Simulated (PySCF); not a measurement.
**Excitation energy of Pt by level of theory**

Pt [Xe] 4f14 5d9 6s1 (3D) → Pt [Xe] 4f14 5d10 (1S), as a difference of total energies. Computed with PySCF 2.14 in aug-cc-pVTZ-PP with one added diffuse shell each of s, p, d, f, g type with ECP60MDF (7s7p6d4f3g, 113 functions), with a scalar-relativistic core potential. Correlated levels: valence: 5s2 5p6 frozen. The calculations carry no spin-orbit coupling.

Q: Order these methods by the excitation energy they give, lowest first.
A. UHF
B. LDA
C. M06
D. PBE

A: C (-0.045 eV), B (0.422 eV), D (0.495 eV), A (1.067 eV).

Errors of the correlated levels include the incompleteness of this basis and the frozen core.

For comparison: 0.239 eV (measured; NIST levels, between the centres of gravity of the two terms).
